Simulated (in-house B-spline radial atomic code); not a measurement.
Ionisation energies with and without relativity, with size and susceptibility from the Dirac run. Dirac energy differences include first-order Breit, QED and recoil terms. NIST's values go from ground level to ground level; the uncertainty of those that are theory runs from under 0.1 % in few-electron ions to several per cent in heavy many-electron ones. Computed with a B-spline radial code for spherical atoms: non-relativistic Hartree-Fock and Dirac-Hartree-Fock, averages of the configuration (point nuclei without relativity, finite nuclei with it).

| ion | configuration | configuration after | ionisation non-relativistic (eV) | ionisation Dirac Breit and QED (eV) | tabulated value (eV) | radius at density 0.001 (bohr) | diamagnetic susceptibility (10⁻⁶ cm³/mol) |
| --- | --- | --- | --- | --- | --- | --- | --- |
| Ga+ | [Ar] 3d10 4s2 | [Ar] 3d10 4s1 | 18.460 | 18.753 | 20.51514 | 3.826 | -19.706 |
| Ge+ | [Ar] 3d10 4s2 4p1 | [Ar] 3d10 4s2 | 15.151 | 15.142 | 15.93461 | 3.987 | -22.57 |
| As+ | [Ar] 3d10 4s2 4p2 | [Ar] 3d10 4s2 4p1 | 17.309 | 17.303 | 18.5892 | 3.985 | -24.043 |
| Se+ | [Ar] 3d10 4s2 4p3 | [Ar] 3d10 4s2 4p2 | ? | ? | ? | ? | ? |
| Br+ | [Ar] 3d10 4s2 4p4 | [Ar] 3d10 4s2 4p3 | ? | ? | ? | ? | ? |
| Kr+ | [Ar] 3d10 4s2 4p5 | [Ar] 3d10 4s2 4p4 | 24.140 | 24.147 | 24.35984 | 3.73 | -25.059 |

Problem. Fill in the row of Se+.

Solution. ionisation non-relativistic (eV): 19.522; ionisation Dirac Breit and QED (eV): 19.518; tabulated value (eV): 21.196; radius at density 0.001 (bohr): 3.919; diamagnetic susceptibility (10⁻⁶ cm³/mol): -24.765.

Problem. Fill in the row of Br+.

Solution. ionisation non-relativistic (eV): 21.797; ionisation Dirac Breit and QED (eV): 21.797; tabulated value (eV): 21.591; radius at density 0.001 (bohr): 3.828; diamagnetic susceptibility (10⁻⁶ cm³/mol): -25.048.
